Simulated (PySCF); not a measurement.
C₃H₇O₂, SMILES C[C](O)CO, multiplicity 2.

Geometry optimised at B3LYP-D3(BJ)/def2-SVP. The isomer is the one that the SMILES or the coordinates give; other isomers of the formula were not compared. One conformer was computed; it need not be the lowest.

These are TDA-M06-2X/def2-SVPD (PySCF) values and carry that method's errors.

Vertical excitations. 

Question: Estimate the UV-visible absorptions. (The exact figures need the calculation; the answer reports its results.)

Answer: 
| state | energy (eV) | λ (nm) | f | main pairs |
|---|---|---|---|---|
| root 1 | 4.19 | 296 | 0.002 | α HOMO→LUMO 93 % |
| root 2 | 5.42 | 229 | 0.012 | α HOMO→LUMO+1 84 % |
| root 3 | 5.62 | 221 | 0.004 | α HOMO→LUMO+2 8 %, α HOMO→LUMO+1 6 %, β HOMO→LUMO 64 % |
| root 4 | 5.65 | 220 | 0.003 | α HOMO→LUMO+2 80 %, β HOMO→LUMO 9 % |
| root 5 | 6.09 | 204 | 0.006 | α HOMO→LUMO+3 88 % |
| root 6 | 6.51 | 190 | 0.007 | α HOMO→LUMO+4 73 % |
| root 7 | 6.72 | 185 | 0.024 | α HOMO→LUMO+5 53 %, α HOMO→LUMO+7 8 %, β HOMO−1→LUMO 11 % |
| root 8 | 6.76 | 183 | 0.004 | α HOMO→LUMO+5 15 %, β HOMO−1→LUMO 56 % |
| root 9 | 7.20 | 172 | 0.006 | α HOMO→LUMO+7 14 %, α HOMO−1→LUMO 8 %, α HOMO→LUMO+6 6 %, β HOMO→LUMO+1 35 % |
| root 10 | 7.21 | 172 | 0.008 | α HOMO→LUMO+7 28 %, α HOMO→LUMO+6 20 %, α HOMO→LUMO+5 8 %, β HOMO→LUMO+1 12 % |
Unrestricted roots are not spin-pure.
